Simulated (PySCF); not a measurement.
Gas-phase reaction: 3 GeBr2 + 4 ClO → GeCl4 + 2 GeO2 + 3 Br2. Level: PBE0/def2-QZVP†; standard pressure 1 bar.

Computed with PySCF and rigid-rotor harmonic-oscillator thermochemistry at 1 bar. † marks an energy on the PBE0/def2-TZVP geometry and frequencies. Open shells (unrestricted): ClO (multiplicity 2, electronic degeneracy 4); the rest are closed-shell singlets. Spin-orbit splitting is ignored; it lowers the true energy and changes the entropy of ClO. Br, Ge: all electrons, no relativistic terms. GeO2: computed as isolated molecules; such fragments, hydroxides, amides, oligomers or adducts are transient or little studied in the gas. The harmonic model lacks anharmonicity and excited electronic states, which grow with temperature; levels with a mode under 35 cm⁻¹ are left out. Soft modes under 120 cm⁻¹ make the harmonic entropy rough for GeBr2.

| T (K) | 1000/T (1/K) | log10 K |
|---|---|---|
| 1200 | 0.8333 | 13.96 |
| 1400 | 0.7143 | 9.96 |
| 1600 | 0.6250 | 6.99 |
| 1800 | 0.5556 | 4.69 |
| 2000 | 0.5000 | 2.86 |
| 2500 | 0.4000 | ? |

### Question
Fit log10 K = a + b·(1000/T) to the five rows, get the mean ΔH° and ΔS°, and predict log10 K at 2500 K.

### Answer
Means: 1000/T = 0.6456, log10 K = 7.692. Sums of products about the means: Sxy = 2.32050, Sxx = 0.069675, so b = Sxy/Sxx = 33.30 and a = 7.692 − (33.30)×0.6456 = -13.81.
ΔH° = −R ln 10 × 1000 K × b = −19.145 × (33.30) = -638 kJ; ΔS° = R ln 10 × a = -264 J/K. The run's own values go from -644 kJ and -270 J/K at 1200 K to -618 kJ and -255 J/K at 2500 K.
Prediction at 2500 K: -13.81 + (33.30)×0.4000 = -0.49. The computed value is -0.40, 0.09 from the line.
For scale, ΔH°(298 K) is -658 kJ at this level, -698 kJ at ωB97M-V/def2-TZVP†, and runs from -933 to -586 kJ over the 14 levels computed.
